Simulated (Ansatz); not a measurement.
Steps of a relaxation of `C[Se][AlH][BH]S` with RKS PBE0-D4/def2-TZVP.

```sh
$ ansatz run in.yaml --threads 4 --pin off --events-out ev --progress --plain --max-ram 10444MiB
```

```yaml
crystal:
  periodic: [false, false, false]
  atoms:
    - {symbol: C, position_ang: [-1.884544, -0.109842, 0.551504]}
    - {symbol: Se, position_ang: [-0.606352, -0.857130, 1.869742]}
    - {symbol: Al, position_ang: [1.456543, -0.211987, 0.999339]}
    - {symbol: B, position_ang: [1.556951, 0.775808, -0.873868]}
    - {symbol: S, position_ang: [0.857894, 0.139943, -2.385162]}
    - {symbol: H, position_ang: [-2.564953, -0.923062, 0.238689]}
    - {symbol: H, position_ang: [-2.466068, 0.690402, 1.044534]}
    - {symbol: H, position_ang: [-1.361900, 0.300132, -0.331579]}
    - {symbol: H, position_ang: [2.672128, -0.673363, 1.935000]}
    - {symbol: H, position_ang: [2.093523, 1.851920, -1.072938]}
    - {symbol: H, position_ang: [0.312179, -1.039921, -1.954462]}
basis:
  gaussian: {orbitals: def2-TZVP}
hamiltonian: {xc: pbe0, dispersion: d4}
relax: {f_tol: 0.005, max_steps: 150}
```

Positions (Å) and forces (eV/Å) along the path, 12 of 18 steps:

```xyz
11
step=1 energy=-84578.6568 eV
C    -1.885   -0.110    0.552   -0.214    0.108   -0.162
Se   -0.606   -0.857    1.870   -0.036    0.203   -0.335
Al    1.457   -0.212    0.999   -0.077   -0.134    0.168
B     1.557    0.776   -0.874    0.064    0.273   -0.334
S     0.858    0.140   -2.385   -0.058   -0.360    0.482
H    -2.565   -0.923    0.239    0.366    0.405    0.169
H    -2.466    0.690    1.045    0.316   -0.418   -0.238
H    -1.362    0.300   -0.332   -0.245   -0.219    0.477
H     2.672   -0.673    1.935   -0.123    0.080   -0.147
H     2.094    1.852   -1.073   -0.211   -0.410    0.086
H     0.312   -1.040   -1.954    0.216    0.472   -0.166
11
step=3 energy=-84578.6919 eV
C    -1.878   -0.097    0.556    0.021   -0.010    0.016
Se   -0.620   -0.852    1.856   -0.003   -0.016    0.038
Al    1.423   -0.219    0.994    0.109   -0.008   -0.030
B     1.554    0.765   -0.872   -0.212   -0.025   -0.113
S     0.857    0.123   -2.371    0.120   -0.008    0.105
H    -2.529   -0.898    0.219   -0.046   -0.042   -0.027
H    -2.463    0.670    1.054   -0.040    0.047    0.030
H    -1.351    0.332   -0.292    0.019    0.026   -0.051
H     2.657   -0.660    1.883    0.018   -0.023    0.048
H     2.053    1.835   -1.058    0.040    0.030   -0.003
H     0.362   -1.056   -1.947   -0.025    0.028   -0.011
11
step=6 energy=-84578.6967 eV
C    -1.883   -0.090    0.565    0.002    0.003    0.000
Se   -0.620   -0.852    1.859    0.000    0.003   -0.005
Al    1.426   -0.220    0.990    0.005   -0.003    0.003
B     1.531    0.772   -0.875   -0.008   -0.013   -0.005
S     0.904    0.100   -2.385    0.014    0.029   -0.002
H    -2.530   -0.892    0.215    0.000   -0.002    0.000
H    -2.477    0.666    1.073    0.001    0.001    0.002
H    -1.360    0.356   -0.278    0.002    0.000   -0.001
H     2.660   -0.673    1.880   -0.004    0.001   -0.002
H     2.033    1.843   -1.059   -0.003    0.006    0.000
H     0.383   -1.067   -1.964   -0.009   -0.025    0.009
11
step=7 energy=-84578.6968 eV
C    -1.883   -0.089    0.565    0.000    0.003   -0.001
Se   -0.620   -0.852    1.859    0.000    0.001   -0.002
Al    1.426   -0.221    0.990    0.005   -0.004    0.001
B     1.529    0.771   -0.876    0.001   -0.001    0.015
S     0.905    0.099   -2.385    0.001    0.011   -0.017
H    -2.529   -0.890    0.213    0.001    0.000    0.000
H    -2.477    0.667    1.075    0.001    0.001    0.000
H    -1.359    0.359   -0.276    0.001    0.000    0.000
H     2.659   -0.674    1.879   -0.003    0.002   -0.002
H     2.027    1.844   -1.058   -0.003    0.004    0.000
H     0.387   -1.071   -1.966   -0.004   -0.016    0.005
11
step=8 energy=-84578.6969 eV
C    -1.881   -0.086    0.566   -0.001    0.003   -0.002
Se   -0.620   -0.853    1.859   -0.001   -0.001    0.001
Al    1.425   -0.223    0.990    0.003   -0.004   -0.002
B     1.524    0.770   -0.875    0.008    0.012    0.026
S     0.907    0.096   -2.386   -0.012   -0.013   -0.021
H    -2.528   -0.886    0.211    0.001    0.001    0.001
H    -2.475    0.669    1.077    0.001    0.000   -0.001
H    -1.356    0.364   -0.274   -0.001   -0.001    0.001
H     2.660   -0.676    1.878   -0.001    0.001   -0.001
H     2.014    1.848   -1.055   -0.003   -0.001   -0.002
H     0.396   -1.079   -1.970    0.005    0.003   -0.001
11
step=9 energy=-84578.6970 eV
C    -1.880   -0.083    0.567   -0.003    0.002    0.000
Se   -0.621   -0.854    1.860    0.001    0.000    0.001
Al    1.424   -0.226    0.990    0.000   -0.005   -0.002
B     1.518    0.769   -0.874    0.008    0.016    0.020
S     0.910    0.093   -2.388   -0.013   -0.020   -0.013
H    -2.528   -0.881    0.212    0.001    0.002    0.001
H    -2.471    0.674    1.078    0.000    0.000   -0.003
H    -1.353    0.366   -0.273   -0.001   -0.002    0.001
H     2.660   -0.680    1.876    0.001    0.000    0.000
H     1.997    1.853   -1.051   -0.003   -0.006   -0.001
H     0.410   -1.088   -1.976    0.008    0.012   -0.004
11
step=10 energy=-84578.6970 eV
C    -1.880   -0.078    0.568    0.001    0.003   -0.001
Se   -0.623   -0.856    1.859   -0.003   -0.006    0.005
Al    1.424   -0.232    0.989   -0.008    0.010   -0.005
B     1.508    0.771   -0.871    0.020    0.007    0.001
S     0.917    0.090   -2.390   -0.011   -0.021    0.004
H    -2.538   -0.872    0.220    0.003    0.002    0.003
H    -2.462    0.686    1.078    0.002   -0.002   -0.003
H    -1.352    0.361   -0.276   -0.003   -0.002    0.001
H     2.663   -0.686    1.870    0.000   -0.004    0.000
H     1.972    1.862   -1.044   -0.010   -0.008    0.002
H     0.436   -1.102   -1.983    0.008    0.021   -0.006
11
step=13 energy=-84578.6971 eV
C    -1.881   -0.077    0.571   -0.009    0.004   -0.001
Se   -0.625   -0.859    1.861    0.003    0.002   -0.006
Al    1.420   -0.234    0.987    0.005   -0.002    0.004
B     1.505    0.775   -0.869   -0.008    0.005   -0.015
S     0.926    0.091   -2.392    0.009   -0.004    0.015
H    -2.556   -0.864    0.243    0.005    0.008    0.002
H    -2.444    0.707    1.074    0.005   -0.007   -0.006
H    -1.354    0.338   -0.286   -0.005   -0.005    0.007
H     2.659   -0.698    1.863    0.000    0.001   -0.001
H     1.950    1.875   -1.038   -0.005   -0.011    0.003
H     0.466   -1.111   -1.992   -0.001    0.009   -0.003
11
step=14 energy=-84578.6972 eV
C    -1.882   -0.078    0.571   -0.003    0.004   -0.003
Se   -0.625   -0.859    1.859    0.000   -0.002   -0.001
Al    1.421   -0.234    0.987    0.002    0.005    0.000
B     1.506    0.775   -0.869   -0.007    0.002   -0.010
S     0.929    0.091   -2.393    0.002    0.000    0.010
H    -2.560   -0.864    0.246    0.004    0.005    0.003
H    -2.443    0.708    1.074    0.005   -0.005   -0.004
H    -1.357    0.335   -0.288   -0.003   -0.003    0.004
H     2.660   -0.696    1.863   -0.002   -0.001    0.000
H     1.951    1.875   -1.037    0.000   -0.007    0.002
H     0.464   -1.109   -1.992    0.002    0.004   -0.003
11
step=15 energy=-84578.6972 eV
C    -1.883   -0.078    0.572   -0.003    0.004   -0.003
Se   -0.625   -0.860    1.859   -0.001   -0.002    0.000
Al    1.420   -0.234    0.986    0.001    0.003    0.000
B     1.505    0.776   -0.869   -0.004   -0.001   -0.009
S     0.932    0.091   -2.394    0.002    0.003    0.009
H    -2.565   -0.863    0.252    0.005    0.006    0.003
H    -2.438    0.712    1.073    0.005   -0.006   -0.004
H    -1.358    0.328   -0.291   -0.004   -0.003    0.005
H     2.660   -0.698    1.862   -0.001    0.000    0.000
H     1.949    1.876   -1.035    0.000   -0.004    0.001
H     0.469   -1.109   -1.994    0.001    0.000   -0.002
11
step=16 energy=-84578.6972 eV
C    -1.884   -0.079    0.573   -0.008    0.006   -0.009
Se   -0.626   -0.863    1.859   -0.001   -0.002    0.000
Al    1.418   -0.234    0.986    0.001    0.000    0.001
B     1.502    0.779   -0.868   -0.002   -0.007   -0.005
S     0.939    0.094   -2.396    0.003    0.009    0.003
H    -2.580   -0.859    0.270    0.010    0.013    0.005
H    -2.424    0.726    1.068    0.008   -0.012   -0.009
H    -1.362    0.307   -0.300   -0.009   -0.006    0.013
H     2.658   -0.700    1.860    0.000    0.001    0.000
H     1.942    1.881   -1.030    0.001    0.004    0.000
H     0.481   -1.109   -2.001   -0.002   -0.007    0.001
11
step=18 energy=-84578.6973 eV
C    -1.884   -0.080    0.573   -0.003    0.001   -0.002
Se   -0.626   -0.868    1.858   -0.001   -0.001    0.000
Al    1.418   -0.235    0.986    0.000    0.000    0.000
B     1.501    0.780   -0.867    0.004   -0.001    0.005
S     0.940    0.098   -2.397   -0.001   -0.003   -0.004
H    -2.590   -0.855    0.282    0.002    0.001    0.001
H    -2.411    0.735    1.063    0.001   -0.001    0.000
H    -1.363    0.292   -0.307    0.000   -0.001    0.002
H     2.658   -0.697    1.862    0.001    0.000    0.000
H     1.939    1.882   -1.027   -0.002    0.004   -0.001
H     0.484   -1.108   -2.006   -0.001    0.000    0.000
```

Run time 100 s (4 threads of an Intel Xeon Platinum 8488C on a shared host); peak host memory 0.77 GiB.
